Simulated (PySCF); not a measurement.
# SMILES O=COC1=COCC=C1, C6H6O3

Cartesian coordinates in Å; atom numbers follow the order of the lines, from 1:
```xyz
15

O    -2.6557   -1.2459    1.3729
C    -2.8491   -0.6386    0.3598
O    -1.9696   -0.0641   -0.4379
C    -0.5980   -0.0626   -0.2057
C     0.0454   -0.7021    0.7852
O     1.3824   -0.6634    0.9437
C     2.1181    0.3519    0.2610
C     1.4835    0.8049   -1.0225
C     0.1791    0.6430   -1.2149
H    -3.8514   -0.4638   -0.0706
H    -0.4305   -1.3397    1.5138
H     2.2354    1.2140    0.9427
H     3.1110   -0.0725    0.0815
H     2.1288    1.2798   -1.7428
H    -0.3338    0.9671   -2.1049
```

Level of theory: GIAO B3LYP/pcSseg-1 magnetisability, rotational g tensor and spin-rotation constants, non-relativistic, gas phase (PySCF). Geometry: GFN2-xTB.

Give the nuclear spin-rotation constants along the inertial axes (H = +C I·J) beside the isotropic shieldings.

Rotational constants 4.0399, 1.1493, 0.9056 GHz. A star marks the isotopologue with that one atom substituted, in its own axes.
| atom | isotope | Caa (kHz) | Cbb (kHz) | Ccc (kHz) | mean (kHz) | σ (ppm) |
| --- | --- | --- | --- | --- | --- | --- |
| H10 | 1H | 0.108 | -0.037 | -0.076 | -0.002 | 23.8 |
| H11 | 1H | -0.015 | 0.024 | -0.088 | -0.026 | 23.5 |
| H12 | 1H | -0.353 | -0.114 | 0.052 | -0.139 | 26.6 |
| H13 | 1H | 0.031 | -0.098 | -0.051 | -0.040 | 26.7 |
| H14 | 1H | 0.044 | -0.030 | -0.111 | -0.033 | 26.7 |
| H15 | 1H | -0.382 | 0.112 | -0.114 | -0.128 | 25.9 |
| O1 | 17O* | -2.323 | -0.701 | -0.090 | -1.038 | -128.1 |
| C2 | 13C* | 2.147 | 0.336 | 0.243 | 0.909 | 19.9 |
| O3 | 17O* | -0.944 | -0.404 | -0.124 | -0.491 | 102.3 |
| C4 | 13C* | 1.938 | 0.364 | 0.197 | 0.833 | 39.8 |
| C5 | 13C* | 1.928 | 0.403 | 0.194 | 0.842 | 33.2 |
| O6 | 17O* | -0.652 | -0.151 | -0.062 | -0.288 | 248.6 |
| C7 | 13C* | 0.907 | 0.262 | 0.204 | 0.458 | 111.7 |
| C8 | 13C* | 1.267 | 0.496 | 0.148 | 0.637 | 62.2 |
| C9 | 13C* | 1.348 | 0.549 | 0.129 | 0.675 | 52.5 |

For the geometry as given, no vibrational averaging.
